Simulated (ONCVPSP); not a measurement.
## Before and after: ONCV potential for rubidium

```
Element                 : rubidium
Generator               : ONCVPSP 4.0.1
Type                    : optimised norm-conserving Vanderbilt (ONCV)
Functional              : PBE
Relativity              : fully relativistic
Frozen core             : [Ar] 3d10
Valence charge          : 9
Reference configuration : 4s2 4p6 5s1
Partial waves           : 4s+5s: rc 2.85 bohr, ncon 4, nbas 7, qcut 4 1/bohr, 2 projectors; 4p: rc 2.20 bohr, ncon 5, nbas 8, qcut 7.8 1/bohr, 3 projectors, debl 0.5 Ha; d scattering state at 0.21 Ha: rc 2.15 bohr, ncon 4, nbas 8, qcut 4.5 1/bohr, 2 projectors, debl 1.5 Ha
Local potential         : polynomial inside 2.05 bohr (lpopt 5, dvloc0 0 Ha)
Core correction         : Teter function, fcfact 4.5, rcfact 1.5
```

Open shells are filled in proportion to 2j + 1.

In the p channel the program set the typed energies aside and used -0.576, 0.250, 0.750 Ha (j = l + 1/2; the other j can differ).

All-electron outer shells of the reference configuration (PBE, scalar-relativistic, ld1.x):

```
shell  level (eV)  outermost node (bohr)  outermost maximum (bohr)
   3d     -103.96                      –                      0.39
   4s      -31.89                   0.62                      1.25
   4p      -15.96                   0.64                      1.42
   5s       -2.23                   1.79                      4.38
```

Change: s: rc 3.3.

Cutoffs: the cutoffs (Ha) at which the residual kinetic energy of the hardest occupied pseudo-wave falls to 1 and 0.1 mHa per electron; they do not see the model core or the augmentation charge, which bear on the density cutoff. Errors are all-electron minus pseudo energies relative to the spin-unpolarised reference configuration.

**Question.** How do hardness, ghosts and transferability respond?

**Answer.** The potential gets neither clearly harder nor softer (16 Ha and 21 Ha → 16 Ha and 21 Ha); of the 4 tests that both files solve, the error grows in 1 and shrinks in 0 by more than 15 % and 0.3 meV (median size 0.4 → 0.4 meV); neither file shows a bound ghost.

| quantity | base | changed |
| --- | --- | --- |
| cutoff, loose | 16 Ha | 16 Ha |
| cutoff, tight | 21 Ha | 21 Ha |
| loose cutoff by channel | s 3.4 Ha, p 16 Ha | s 3.8 Ha, p 16 Ha |
| bound ghosts | none | none |
| GHOST(+) flags under 300 eV | d5/2 at 79.7 eV, d5/2 at 268.5 eV | d5/2 at 79.7 eV, d5/2 at 268.5 eV |
| error for 4s2 4p6 5s0, meV [ΔE 4.15 eV] | -0.4 | -0.5 |
| error for 4s2 4p6 5s0.5, meV [ΔE 1.58 eV] | -0.1 | -0.1 |
| error for 4s2 4p6 5s0 5p1, meV [ΔE 1.52 eV] | -0.4 | -0.4 |
| error for 4s2 4p5 5s1, meV [ΔE 21.15 eV] | +4.1 | +6.8 |
| p3/2: phases at 2.24 bohr within 0.05 rad from the reference energy up to (Ha; the scan ends near 5) | to the end of the scan | to the end of the scan |
| p1/2: phases at 2.24 bohr within 0.05 rad from the reference energy up to (Ha; the scan ends near 5) | to the end of the scan | to the end of the scan |
| d5/2: phases at 2.19 bohr within 0.05 rad from the reference energy up to (Ha; the scan ends near 5) | 2.3 | 2.3 |
| d3/2: phases at 2.19 bohr within 0.05 rad from the reference energy up to (Ha; the scan ends near 5) | 3.0 | 3.0 |
| rms error of d²Exc/dni dnj with the model core, mHa | 2.00 | 2.03 |

Base: These tests converged, but a pseudo level misses the all-electron one widely, so the file describes the atom poorly there or has found another state: 4s2 4p6 5s0 5p1: empty 5s by 3.1 eV. Changed file: These tests converged, but a pseudo level misses the all-electron one widely, so the file describes the atom poorly there or has found another state: 4s2 4p6 5s0 5p1: empty 5s by 3.1 eV.
